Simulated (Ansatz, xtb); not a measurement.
**Two isomers of C4H3BrN2**

We compare X, `Brc1cnccn1`, a singlet, with Y, `Brc1ncccn1`, a singlet. Both are isolated molecules in the gas phase, relaxed with PBE-D3(BJ)/def2-SVP.

Q: Which of the two would you expect CCSD(T)/def2-SVP + ΔMP2/def2-TZVPP electronic energies to favour?

A: Structure Y; the calculation gives E(Y) − E(X) = −3.5 kcal/mol.

How the difference moves with the method:

| level | geometry | E(Y) − E(X) (kcal/mol) | departure from the last row (kcal/mol) | job, with rough time for the two |
| --- | --- | --- | --- | --- |
| GFN2-xTB | GFN2-xTB | −5.8 | −2.3 | optimisation, 0.12 s |
| HF/STO-3G | GFN2-xTB | −3.5 | 0.0 | single point, 0.42 s |
| r2SCAN-D4/def2-SVP | GFN2-xTB | −3.4 | +0.1 | single point, 3.4 s |
| PBE-D3(BJ)/def2-SVP | PBE-D3(BJ)/def2-SVP | −2.7 | +0.8 | optimisation, 13 s |
| HF/def2-SVP | PBE-D3(BJ)/def2-SVP | −5.7 | −2.2 | part of the CCSD(T) run |
| MP2/def2-SVP | PBE-D3(BJ)/def2-SVP | −2.7 | +0.8 | part of the CCSD(T) run |
| CCSD(T)/def2-SVP | PBE-D3(BJ)/def2-SVP | −3.4 | +0.1 | single point |
| CCSD(T)/def2-SVP + ΔMP2/def2-TZVPP | PBE-D3(BJ)/def2-SVP | −3.5 |  | single point, 65 s |

As drawn, both hold the same kinds of bond in the same numbers.

The levels shown agree on the order. The largest departure from CCSD(T)/def2-SVP + ΔMP2/def2-TZVPP is that of GFN2-xTB, 2.3 kcal/mol. The last row adds to CCSD(T) the change of the MP2 difference between the two basis sets, here −0.1 kcal/mol.

With thermal terms from frequencies at re-optimised GFN2-xTB minima (ideal gas, soft modes damped towards free rotors, one conformer each, 298.15 K, 1 atm): the zero-point term adds +0.2 kcal/mol; ΔH is −3.3 and ΔG −2.8 kcal/mol.

The correlated steps freeze 15 core orbitals; the filled d shell of Br is correlated, in a basis made for valence electrons. Codes used: Ansatz 0.2.0, xtb 6.7.1; the last row on 4 threads of Arm Neoverse V1 on a shared host.
